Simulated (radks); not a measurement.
Species: the mercury ion Hg36+. Configuration: [Kr] 4d8. Method: scalar-relativistic Kohn-Sham, PBE, spin-unpolarised, spherical densities, point nucleus; computed with a radial shooting solver on a logarithmic mesh with Libxc functionals.

Radial electron density D(r) = 4 pi r^2 rho(r):

```
   r/bohr * D(r) (the largest magnitude, 151, reaches the edge; | marks zero)
 0.002272 |           *
 0.002958 |                *
 0.003821 |                     *
 0.004936 |                           *
 0.006377 |                                 *
 0.008303 |                                      *
  0.01073 |                                        *
  0.01385 |                                      *
   0.0179 |                                    *
   0.0233 |                                   *
   0.0301 |                                        *
  0.03889 |                                                 *
  0.05023 |                                                      *
  0.06541 |                                                  *
  0.08449 |                                          *
   0.1091 |                                            *
    0.141 |                                                 *
   0.1836 |                                      *
   0.2371 |                     *
   0.3063 |                    *
   0.3957 |                    *
   0.5152 |         *
   0.6656 | *
   0.8597 *
    1.111 *
```

D(r) has 4 maxima, at r = 0.0110, 0.0510, 0.139, 0.351 bohr, and minima at 0.0213, 0.0915, 0.272 bohr, inside which lie 1.88, 11.04, 29.04 electrons.
